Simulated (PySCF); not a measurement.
**Correlation energy of K³⁺ (potassium, charge +3)**

[Ne] 3s2 3p4, high-spin 3P determinant. Calculation: PySCF 2.14, in def2-SVP (5s3p2d, 24 functions); the non-relativistic Hamiltonian (point nucleus). Frozen: [Ne] 3s2; 4 electrons correlated.

Total MP2 correlation energy: -12.69 mhartree.

Same-spin part -5.14 and opposite-spin part -7.55 mhartree; SCS-MP2 scales them by 1/3 and 6/5 to -10.77 mhartree.

| level | correlation energy (mhartree) |
| --- | --- |
| CCSD | -14.87 |
| (T) | 0.00 |
| CCSD(T) | -14.87 |

Diagnostics: T1 = 0.00032, D1 = 0.0005, largest double amplitude 0.017.

Q: Is a single reference adequate?

A: Yes: T1 lies below 0.03 and no double amplitude reaches 0.07.
